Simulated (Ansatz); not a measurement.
CH8SeSi2 can be A, `C[SiH2][SiH2][SeH]`, or B, `[SiH3][SiH2]C[SeH]`.

Program: Ansatz. Geometries: PBE0-D4/def2-TZVP. ΔE: electronic, gas phase. CBS: MP2 limit from def2 TZ/QZ plus the TZ coupled-cluster correction, frozen cores. Functionals use def2-TZVPP. B3LYP here is the variant with VWN-RPA as its local correlation; programs differ in this. For Se outer-core shells are correlated without core-valence functions, which leaves a few kJ/mol of doubt a bond. Scalar relativity is left out up to krypton. One conformer a species, not always the lowest.

(1) Which isomer does CCSD(T)/CBS put lower? Give the gap. (Best estimate.)

(2) Give E(B) − E(A) in kcal/mol with B3LYP-D4, r2SCAN-D4, MP2/def2-TZVPP, ωB97M-V, PBE0-D4, B3LYP, B2PLYP. (Estimate.)

Largest T1 diagnostic: 0.011.

Results:

(1) Ansatz gave: A, by 26.5 kcal/mol.

(2) Computed: B3LYP-D4 26.4, r2SCAN-D4 27.8, MP2/def2-TZVPP 26.0, ωB97M-V 26.5, PBE0-D4 27.4, B3LYP 27.1, B2PLYP 26.7. None reverses the order clearly.

In def2-TZVPP, CCSD(T) changes the Hartree–Fock value by −2.5 kcal/mol (the triples alone add −0.3 kcal/mol) and MP2 by −1.8 kcal/mol.
